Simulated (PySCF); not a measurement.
**How methods differ on the ionisation energy of Xe²⁺**

Xe²⁺ [Kr] 4d10 5s2 5p4 (3P) → Xe³⁺ [Kr] 4d10 5s2 5p3 (4S), as a difference of total energies. Calculation: PySCF 2.14, in aug-cc-pVQZ-DK3 (9s8p6d3f2g, 102 functions); scalar relativity by spin-free X2C-1e. Correlated levels: valence: [Kr] 4d10 frozen. The calculations carry no spin-orbit coupling.

```csv
method,ionisation energy (eV),plus first-order spin-orbit estimate,difference from reference of that sum (eV)
UHF,29.369,29.823,-1.227
MP2 (valence),30.129,30.582,-0.468
SCS-MP2 (valence),30.219,30.672,-0.378
CCSD (valence),30.273,30.726,-0.324
CCSD(T) (valence),30.301,30.755,-0.295
```

Reference: 31.05 ± 0.04 eV (semi-empirical (NIST evaluation); NIST Atomic Spectra Database, ionization energies).

A first-order spin-orbit estimate (lowest level to lowest level, LS coupling) adds 0.453 eV.

Errors of the correlated levels include the incompleteness of this basis and the frozen core.
